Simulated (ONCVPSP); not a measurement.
What the settings do to the ONCV potential of Sb

Base potential:

```
Element                 : Sb (Z = 51)
Generator               : ONCVPSP 4.0.1
Type                    : optimised norm-conserving Vanderbilt (ONCV)
Functional              : PBEsol
Relativity              : fully relativistic
Frozen core             : [Ar] 3d10
Valence charge          : 23
Reference configuration : 4s2 4p6 4d10 5s2 5p3
Partial waves           : 4s+5s: rc 1.20 bohr, ncon 4, nbas 8, qcut 9.3 1/bohr, 2 projectors; 4p+5p: rc 1.45 bohr, ncon 5, nbas 8, qcut 10.5 1/bohr, 2 projectors; 4d: rc 1.40 bohr, ncon 4, nbas 9, qcut 12.9 1/bohr, 2 projectors, debl 1.2 Ha
Local potential         : polynomial inside 1.10 bohr (lpopt 4, dvloc0 1 Ha)
Core correction         : Teter function, fcfact 3, rcfact 1.3
```

Open shells are filled in proportion to 2j + 1.

In the d channel the program set the typed energies aside and used -1.210, 0.250 Ha (j = l + 1/2; the other j can differ).

All-electron outer shells of the reference configuration (PBEsol, scalar-relativistic, ld1.x):

```csv
shell,level (eV),outermost node (bohr),outermost maximum (bohr)
3p,-750.06,0.13,0.29
3d,-515.82,–,0.24
4s,-148.62,0.39,0.73
4p,-101.63,0.39,0.76
4d,-33.45,0.38,0.84
5s,-12.88,0.95,1.90
5p,-4.84,1.04,2.35
```

Cutoffs, loose and tight: the cutoffs (Ha) at which the residual kinetic energy of the hardest occupied pseudo-wave falls to 1 and 0.1 mHa per electron. They do not see the model core or the augmentation charge, which bear on the density cutoff. Test errors are all-electron minus pseudo excitation energies from the reference, over the configurations 4s2 4p6 4d10 5s2 5p2; 4s2 4p6 4d10 5s2 5p1; 4s2 4p6 4d10 5s2 5p0; 4s2 4p6 4d9 5s2 5p3. A dash means not determined; rows that change the core or the reference have their own tests.

```csv
change,outcome,"cutoff, loose","cutoff, tight",bound ghosts,GHOST(+) flags above zero,largest test error (meV)
base,"generated, projector energies reset by the program",49 Ha,58 Ha,none,none,+7.9
"core correction Teter function, fcfact 3, rcfact 0.94","generated, projector energies reset by the program",49 Ha,58 Ha,none,none,+7.5
s: qcut 9.6; p: qcut 10.8; d: qcut 13.3,"generated, projector energies reset by the program",50 Ha,60 Ha,none,none,+6.6
"all radii but the core radius scaled by about 1.35 (s 1.62, p 1.96, d 1.88 bohr); local potential polynomial inside 1.48 bohr (lpopt 4, dvloc0 1 Ha)","generated, projector energies reset by the program",45 Ha,54 Ha,none,none,+26
s: qcut 6.7,"generated, projector energies reset by the program",98 Ha,126 Ha,none,s,+7.2
s: rc 1.18,"generated, projector energies reset by the program",49 Ha,58 Ha,none,none,+7.8
"core correction Teter function, fcfact 5.75, rcfact 1.2","generated, projector energies reset by the program",49 Ha,58 Ha,none,none,+8.1
```

Problem. What comes out with this change to the base: d: rc 1.28?

Solution. outcome: generated, projector energies reset by the program; cutoff, loose: 51 Ha; cutoff, tight: 60 Ha; bound ghosts: none; GHOST(+) flags above zero: none; largest test error (meV): +6.4.
